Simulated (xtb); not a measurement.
xtb input:

```bash
xtb mol.xyz --gfn 1 --sp --chrg 1 --uhf 0
```
mol.xyz:
```
3

Al     0.00000000     0.00000000     0.00000000
I     -0.00000000    -0.00000000    -2.36949799
I      0.00000000     0.00000000     2.36949799
```

Task: What final total energy does it print?

Result: -8.85100 Eh (GFN1-xTB).
